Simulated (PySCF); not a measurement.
Working out the ionisation energy of Cu¹²⁺

Cu¹²⁺ [Ne] 3s2 3p5 (2P) → Cu¹³⁺ [Ne] 3s2 3p4 (3P). All numbers are calculated (PySCF 2.14, the spin-free X2C one-electron Hamiltonian (Gaussian nucleus), in an even-tempered Gaussian basis (19 s from 0.69 bohr⁻², ratio 2.5; 12 p from 0.9 bohr⁻², ratio 2.5; 5 d from 6.3 bohr⁻², ratio 2.7; 4 f from 9.5 bohr⁻², ratio 2.7)). Frozen: 1s2; the 22 highest virtual orbitals dropped. Energies in hartree (1 hartree = 27.21139 eV):

```tsv
part	Cu¹²⁺ (lower)	Cu¹³⁺ (upper)
UHF	-1592.244477	-1577.547923
MP2 opposite-spin	-0.403964	-0.379318
MP2 same-spin	-0.150432	-0.140321
```

Problem. What does Hartree-Fock give?

Solution. (-1577.547923) − (-1592.244477) = 14.696554 hartree = 399.914 eV.

Problem. What do MP2 and SCS-MP2 (6/5 opposite-spin, 1/3 same-spin) give?

Solution. The opposite-spin parts differ by 0.671 eV and the same-spin parts by 0.275 eV. MP2: 399.914 + (0.671) + (0.275) = 400.860 eV. SCS-MP2: 399.914 + 1.2 × (0.671) + (0.275)/3 = 400.811 eV.

A first-order spin-orbit estimate adds -0.045 eV to MP2 (outer shells), giving 400.815 eV against 401 ± 0.3 eV (semi-empirical (NIST evaluation); NIST Atomic Spectra Database, ionization energies).

What remains against the reference includes basis incompleteness, the frozen core and correlation beyond second order.
